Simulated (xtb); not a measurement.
TlI, SMILES [Tl][I]. All values are semi-empirical tight-binding results from xtb (GFN2-xTB unless named), good for trends rather than for accurate numbers. Geometry optimised at GFN2-xTB.

Optimised geometry:

Bonds (Å): Tl1–I2 2.821.
Charge 0, spin multiplicity 1.

For metal compounds this method's bond lengths and energies can be far off.

Computed properties:
```yaml
point_group_as_xtb_finds_it: C∞v
orbital_gap: 6.46 eV
```

Computed atomic charges and the Wiberg bond orders between heavy atoms:
charges (e) Tl1 0.39, I2 -0.39. Bond orders Tl1–I2 0.99.
